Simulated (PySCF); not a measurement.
Calculation: PBE-D3(BJ)/def2-TZVP // PBE0-D3(BJ)/def2-TZVP run with PySCF. Gas-phase values, no solvent. Excitations are Tamm–Dancoff values on a coarser integration grid. The basis has no diffuse functions, so Rydberg states are missing or too high.

Reference species (SMILES): `[SiH](/Cl)=[SiH]/Cl` (neutral, multiplicity 1).

```
Quantity                                        Value
-------------------------------------------  --------
HOMO                                         -5.54 eV
HOMO–LUMO gap                                 2.13 eV
brightest of the four lowest singlets (TDA)   4.09 eV
LUMO                                         -3.41 eV
```

Changed species: `Cl/[SiH]=[SiH]/Cl`.

Question: What does the change do to the HOMO, HOMO–LUMO gap, brightest of the four lowest singlets (TDA) and LUMO?

Answer: the HOMO rises by 0.03 eV, to -5.51 eV; the HOMO–LUMO gap falls by 0.07 eV, to 2.06 eV; the brightest of the four lowest singlets (TDA) decreases by 0.16 eV, to 3.93 eV; the LUMO drops by 0.04 eV, to -3.45 eV.
